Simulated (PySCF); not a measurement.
Correlation energy of Ca⁻ (calcium, charge -1)

[Ar] 3d1 4s2, 2D determinant. Computed with PySCF 2.14 in aug-cc-pwCVTZ-X2C, with scalar relativity by spin-free X2C-1e. Frozen: [Ne]; 11 electrons correlated.

MP2 pair energies summed by pair of shells (mhartree):

| pair | energy | share (%) |
| --- | --- | --- |
| 3p-3p | -161.98 | 62.9 |
| 3s-3p | -34.13 | 13.2 |
| 3p-4s | -27.09 | 10.5 |
| 4s-4s | -20.08 | 7.8 |
| 3s-3s | -8.15 | 3.2 |
| 3d-4s | -4.01 | 1.6 |
| 3s-4s | -1.63 | 0.6 |
| 3p-3d | -0.60 | 0.2 |
| 3s-3d | -0.04 | 0.0 |

Total MP2 correlation energy: -257.71 mhartree.

Same-spin part -68.28 and opposite-spin part -189.43 mhartree; SCS-MP2 scales them by 1/3 and 6/5 to -250.08 mhartree.

The Hartree-Fock reference does not bind the outermost electron (its level is positive or very diffuse), so these energies belong to a reference that the basis holds together.
